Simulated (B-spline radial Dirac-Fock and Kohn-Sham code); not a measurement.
Model: Dirac-Fock densities. Program: a radial atomic solver.

**Question.** This computed X-ray form factor belongs to an atom or ion in its tabulated ground configuration. Which?

```
sin θ/λ (Å⁻¹)      f₀
         0.09  52.472
          0.1  52.350
         0.26  48.853
         0.37  45.150
         0.44  42.477
         0.77  29.927
         0.92  25.483
         1.59  15.860
          1.9  13.753
```

**Answer.** Yb¹⁷⁺, with 53 electrons in [Kr] 4d10 4f7. f₀ tends to the number of electrons as s goes to zero, which the first rows give only roughly, and the rate of fall reflects the nuclear charge, 70.

**Question.** This computed X-ray form factor belongs to an atom or ion in its tabulated ground configuration. Which?

| sin θ/λ (Å⁻¹) | f₀ |
| --- | --- |
| 0.1 | 44.747 |
| 0.2 | 44.002 |
| 0.4 | 41.217 |
| 0.6 | 37.193 |
| 1 | 28.189 |
| 1.1 | 26.158 |
| 3 | 10.476 |
| 3.5 | 8.418 |
| 5 | 5.169 |

**Answer.** Tl³⁶⁺, with 45 electrons in [Kr] 4d9. f₀ tends to the number of electrons as s goes to zero, which the first rows give only roughly, and the rate of fall reflects the nuclear charge, 81.
